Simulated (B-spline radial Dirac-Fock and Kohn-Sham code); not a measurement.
Binding energies of As²¹⁺

System: As²¹⁺ in the configuration [Ne] 3s2; nuclear rms radius 4.0968 fm (A = 75).

Model: ΔSCF Dirac-Fock with Breit, self-energy and vacuum polarisation, finite nucleus, configuration average. Program: a radial atomic solver. Correlation and solid-state effects are left out. Energies are counted from the vacuum level.

All terms are in eV, carry their sign (relaxation lowers the binding energy) and add up to the binding energy; ⟨r⟩ is the mean radius of the orbital in the initial state.

| subshell | −ε (Koopmans) | relaxation | Breit | QED | binding energy | ⟨r⟩ (bohr) |
| --- | --- | --- | --- | --- | --- | --- |
| K (1s) | 12862.4 | -22.11 | -16.74 | -8.07 | 12815.5 | 0.045 |
| L1 (2s) | 2440.5 | -3.20 | -1.42 | -0.90 | 2435.0 | 0.198 |
| L2 (2p1/2) | 2272.0 | -4.51 | -2.36 | 0.11 | 2265.3 | 0.171 |
| L3 (2p3/2) | 2234.0 | -4.31 | -1.58 | 0.03 | 2228.1 | 0.175 |
| M1 (3s) | 907.8 | -0.18 | -0.31 | -0.21 | 907.1 | 0.500 |

For the deepest level, K (1s), the Breit terms make up -0.131 % of the binding energy, QED -0.063 % and orbital relaxation -0.172 %.

Spin-orbit splittings: 2p 37.15 eV.

Going to the tabulated ground configuration of the next ion removes an electron from M1 (3s), computed at 907.1 eV. NIST lists 911.7 ± 1.1 eV as the ionisation energy of this species (semi-empirical), +4.60 eV from the computed value.
